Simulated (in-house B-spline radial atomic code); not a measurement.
Ionising Tb³⁺ with different functionals

Computed with a radial B-spline atomic code at the basis-set limit: four-component Dirac-Coulomb Hamiltonian, Fermi nucleus of rms radius 5.06 fm, spin-restricted, spherical fractional occupations for the functionals. The ionisation energy is the difference of two self-consistent energies, [Xe] 4f8 → [Xe] 4f7, without Breit or QED terms; ε is the level of the shell that loses the electron (mean over j). The electron is taken from both j subshells in proportion to 2j + 1, so the result is a j average, not the step between ground levels.

Hybrids are left out here: with spherical fractional occupations of an open shell their exact exchange keeps a self-interaction that integer-occupation calculations don't have.

```
           method  rung  ΔSCF (eV)  -ε(4f) (eV)
         LDA VWN5   LDA          ?            ?
 relativistic LDA   LDA      44.55        34.68
         LDA PW92   LDA          ?            ?
LDA exchange-only   LDA      42.52        32.72
              PBE   GGA      44.02        34.17
           PBEsol   GGA      44.08        34.22
             BLYP   GGA      43.83        33.99
             RPBE   GGA      43.95        34.11
             PW91   GGA      44.12        34.27
             BP86   GGA      44.13        34.28
             AM05   GGA      44.13        34.26
             OLYP   GGA      44.50        34.58
```

**Question.** What does LDA PW92 give?

**Answer.** ΔSCF 44.37 eV, and -ε(4f) = 34.51 eV.

**Question.** What does LDA VWN5 give?

**Answer.** ΔSCF 44.38 eV, and -ε(4f) = 34.52 eV.

**Question.** How do they compare with the NIST value?

**Answer.** NIST lists 39.33 eV ± 0.04 (semi-empirical, ground level to ground level). Errors run from +3.19 to +5.22 eV. The correlated functionals all miss on the same side by more than they spread, so the cause is common to them (Breit-QED terms, spin polarisation, the choice among j levels, multiplet and fine-structure energies, or a listed next ion that isn't the cheapest removal here) and closeness doesn't rank the functionals.
